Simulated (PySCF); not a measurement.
All values below come from PBE-D3(BJ)/def2-TZVP // PBE-D3(BJ)/def2-SVP in PySCF 2.14.0. Gas-phase values, no solvent. One relaxed conformer stands for a flexible species; it need not be the lowest. 

Reference species: [W(OH)6] (neutral, multiplicity 1).

The HOMO–LUMO gap is 3.66 eV and the LUMO is -3.47 eV.

Changed species: [W(NH2)6] (6 of 6 OH replaced by NH2; the reference has 0 of 6 OH replaced by NH2).

Task: Give the shifts of the HOMO–LUMO gap and LUMO.

Result: the HOMO–LUMO gap falls by 0.66 eV, to 3.00 eV; the LUMO goes up by 1.55 eV, to -1.92 eV.
